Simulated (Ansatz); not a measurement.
disulfane (H₂S₂), SMILES SS.

Geometry optimised at PBE0-D3(BJ)/def2-TZVP.

Two levels are set side by side: PBE/def2-TZVPD (Ansatz, an electronic-structure program) and ωB97X-V/def2-TZVPD (Ansatz). Energy differences of separate SCF runs at the same geometry; the states with an electron removed or added have multiplicity 2 and 2. Differences are taken from unrounded values.

```json
[
 {"quantity": "vertical ionisation energy (eV)", "ωB97X-V": "10.08"},
 {"quantity": "vertical singlet–triplet gap (eV)", "ωB97X-V": "4.46"}
]
```

Task: What does PBE give, and how far is it from ωB97X-V? (Estimate from the structure and the level; the computed values follow.)

Result: 
| quantity | PBE | PBE minus ωB97X-V |
|---|---|---|
| vertical ionisation energy (eV) | 9.76 | -0.32 |
| vertical singlet–triplet gap (eV) | 3.92 | -0.54 |
